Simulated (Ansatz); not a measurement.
The cluster Li₈H₈. Total charge 0; triplet. Geometry r2SCAN-D4/def2-SVP, that of the neutral singlet; atoms count from 1.

```csv
atom,x (Å),y (Å),z (Å)
Li1,1.096,2.127,1.141
Li2,1.809,0.030,-0.818
Li3,0.490,-0.914,1.695
Li4,0.269,-2.633,-0.149
Li5,0.636,2.218,-1.305
Li6,-1.999,-1.712,0.312
Li7,-1.029,-0.434,-1.644
Li8,-1.272,1.318,0.767
H9,-0.687,-2.275,1.406
H10,-2.072,0.022,-0.158
H11,-0.332,2.739,0.119
H12,2.120,1.746,-0.288
H13,0.419,0.555,-1.956
H14,0.126,0.818,1.905
H15,1.525,-1.396,0.212
H16,-1.099,-2.210,-1.237
```

At PBE0-D4/def2-TZVP a singlet of charge 0 lies 4.66 eV below the triplet at the same geometry. The structure comes from a short search, and lower isomers may exist.

Estimate the Mulliken populations from the PBE0/def2-TZVP orbitals of Ansatz.


| atom | charge (e) | spin (α − β) |
| --- | --- | --- |
| Li1 | 0.18 | 0.26 |
| Li2 | 0.57 | 0.12 |
| Li3 | 0.62 | 0.06 |
| Li4 | 0.43 | 0.02 |
| Li5 | 0.18 | 0.26 |
| Li6 | 0.43 | 0.02 |
| Li7 | 0.62 | 0.06 |
| Li8 | 0.57 | 0.12 |
| H9 | -0.47 | 0.05 |
| H10 | -0.56 | 0.00 |
| H11 | -0.29 | 0.35 |
| H12 | -0.29 | 0.35 |
| H13 | -0.48 | 0.13 |
| H14 | -0.48 | 0.13 |
| H15 | -0.56 | 0.00 |
| H16 | -0.47 | 0.05 |
Mulliken values depend strongly on the basis.

Where does the spin sit?

Summed by element: Li 0.94, H 1.06, of 2 unpaired in all. Largest on single atoms: H11 0.35, H12 0.35, Li5 0.26.
